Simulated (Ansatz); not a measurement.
Consider the redistribution: `N#[C][In]([F])[Cl]` + aluminium trichloride → `[F][In]([Cl])[Cl]` + `N#[C][Al]([Cl])[Cl]`.

Gas-phase electronic energies from Ansatz, PBE0-D4/def2-TZVP geometries. CCSD(T)/CBS is the MP2 limit (def2-TZVPP, def2-QZVPP) plus CCSD(T) − MP2 in def2-TZVPP, frozen cores. This one scheme is used for every species. Functionals use def2-TZVPP. Elements past krypton have def2 core potentials. For In outer-core shells are correlated without core-valence functions, which leaves a few kJ/mol of doubt a bond.

`N#[C][In]([F])[Cl]`:

Cartesian coordinates in Å:
```
N 2.027 -1.341 -0.977
C 1.119 -0.771 -0.557
In -0.499 0.288 0.216
F -2.262 -0.446 -0.018
Cl -0.384 2.270 1.336
```

`[Cl][Al]([Cl])[Cl]`:

```xyz
4

Cl    0.655   -1.937    0.316
Al    0.000    0.000    0.000
Cl    1.255    1.385   -0.887
Cl   -1.910    0.552    0.572
```

`[F][In]([Cl])[Cl]`:

```xyz
4

F    -1.168    0.989   -1.247
In   -0.028    0.024   -0.030
Cl    1.556    1.215    1.107
Cl   -0.360   -2.228    0.170
```

`N#[C][Al]([Cl])[Cl]`:

```xyz
5

N    -1.837   -1.644   -0.039
C    -0.977   -0.876   -0.021
Al    0.446    0.399    0.009
Cl    2.389   -0.281   -0.114
Cl   -0.021    2.402    0.164
```

| level | ΔE (kJ/mol) |
| --- | --- |
| PBE-D4 | 11.4 |
| B97M-V | 7.4 |
| CAM-B3LYP | 12.5 |
| LC-ωPBE | 18.6 |

Question: What does CCSD(T)/CBS give? (An estimate is asked.)

Answer: Computed: +15.3 kJ/mol. The listed levels differ from it by -3.9, -7.9, -2.8, 3.3 kJ/mol.

Question: What do rigid-rotor, harmonic-oscillator terms from PBE0-D4/def2-TZVP frequencies (298.15 K, 1 bar) make of the CCSD(T)/CBS value? (Best estimate.)

Answer: The calculation gave: ΔZPE = +0.2 kJ/mol, ΔH = +15.4 kJ/mol, ΔS = 4 J/(mol·K), ΔG = +14.2 kJ/mol.

Largest T1 diagnostic among the species: 0.016.

In def2-TZVPP, CCSD(T) changes the Hartree–Fock value by +8.4 kJ/mol (the triples alone add +0.4 kJ/mol) and MP2 by +9.2 kJ/mol. Leaving LDA and LC-ωPBE aside and taking each functional with its dispersion term where it has one, the values, not all of them listed here, spread over 9.3 kJ/mol, from B97M-V to PBE-QIDH. LDA lies +3.7 kJ/mol from PBE without D4. From BLYP to BHLYP (50 % exact exchange), in def2-TZVPP and without D4, ΔE moves by +4.0 kJ/mol.
